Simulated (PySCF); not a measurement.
# C4H8FO2: g tensor and hyperfine couplings

C₄H₈FO₂ (doublet state).
Geometry (GFN2-xTB, Å), atoms numbered from 1 in this order:
```
atom  x, y, z in Å
C1     2.872   -0.234    0.398
O2     2.013    0.804    0.179
C3     0.824    0.491   -0.422
F4     0.360    1.670   -0.953
O5    -0.050   -0.015    0.488
C6    -1.204   -0.672   -0.028
C7    -2.266    0.286   -0.553
H8     3.791    0.065    0.854
H9     2.769   -1.138   -0.174
H10    0.958   -0.193   -1.293
H11   -0.898   -1.376   -0.815
H12   -1.587   -1.236    0.825
H13   -2.510    1.018    0.211
H14   -3.161   -0.274   -0.809
H15   -1.916    0.813   -1.436
```

The hyperfine couplings belong to this conformer and change with its torsions.

As a line formula: `[CH2]O[C@H](F)OCC` [radical].

Computed, not measured: UKS B3LYP, pcH-1 on C F H O, non-relativistic, mean-field spin-orbit, GIAO (PySCF). One conformer (not necessarily the lowest) at the GFN2-xTB geometry, without solvent, vibrations or thermal averaging. A GFN2-xTB geometry isn't a minimum of the functional, and hyperfine couplings can be far from their values at a DFT geometry. No stability test was run, so a lower SCF solution isn't excluded.

```
g1, g2, g3                      : 2.00214, 2.00333, 2.00413
g_iso                           : 2.00320
Form of g                       : rhombic: the two nearest values differ by 40 % of g3 − g1
⟨S²⟩                            : 0.7533 (exact 0.7500)
α and β electrons               : 29, 28
HOMO–LUMO gap, α and β orbitals : 6.36, 6.99 eV
Basis functions                 : 255
```

Hyperfine couplings atom by atom, in G; T1 to T3 are the principal values of the dipolar part (MHz turned into gauss with g_iso; 10 G = 1 mT):

| atom | isotope | a_iso | T1 | T2 | T3 | Mulliken spin population |
| --- | --- | --- | --- | --- | --- | --- |
| C1 | 13C | 47.2 | -28.4 | -27.8 | 56.3 | 0.97 |
| O2 | 17O | -7.0 | -22.4 | 10.8 | 11.6 | 0.11 |
| C3 | 13C | -1.6 | -0.7 | -0.4 | 1.0 | -0.01 |
| F4 | 19F | 2.1 | -2.1 | -1.2 | 3.3 | 0.00 |
| O5 | 17O | -1.2 | -0.6 | 0.1 | 0.5 | 0.00 |
| C6 | 13C | 0.4 | -0.2 | -0.1 | 0.3 | 0.00 |
| C7 | 13C | 0.0 | -0.1 | -0.1 | 0.1 | 0.00 |
| H8 | 1H | -19.6 | -13.3 | -0.4 | 13.7 | -0.04 |
| H9 | 1H | -18.0 | -13.3 | -0.3 | 13.6 | -0.04 |
| H10 | 1H | 1.9 | -1.4 | -1.3 | 2.7 | 0.01 |
| H11 | 1H | 0.0 | -0.4 | -0.4 | 0.8 | 0.00 |
| H12 | 1H | 0.2 | -0.3 | -0.3 | 0.6 | 0.00 |
| H13 | 1H | 0.0 | -0.2 | -0.2 | 0.4 | 0.00 |
| H14 | 1H | 0.0 | -0.1 | -0.1 | 0.3 | 0.00 |
| H15 | 1H | 0.0 | -0.2 | -0.2 | 0.4 | 0.00 |

Largest spin populations (Mulliken): C1 (+0.97) and O2 (+0.11). C1 is the only atom above +0.15. The angles at C1 add up to 356.0°, so it is nearly planar; its axial dipolar tensor and the negative couplings of its protons fit spin in a p orbital normal to that plane.

Axes: g3 points within 12° of the C1–H8 bond.

Under fast tumbling the dipolar parts average out, and these isotropic splittings remain: 2 × 1H (H8/H9, I = 1/2, 3 lines) with 1.88 mT, 1 × 19F (F4, I = 1/2, 2 lines) with 0.21 mT and 1 × 1H (H10, I = 1/2, 2 lines) with 0.19 mT.

Nuclei that the bonding pattern makes equivalent are averaged, as if the motion that swaps them (rotation, inversion, ring flip) were fast.

The 17O coupling of O2 (-19.7 MHz) shows only in satellite lines or after enrichment, since that isotope makes up about 0.038 % of natural oxygen.

The 13C coupling of C1 (132.2 MHz) shows only in satellite lines or after enrichment, since that isotope makes up about 1.07 % of natural carbon.
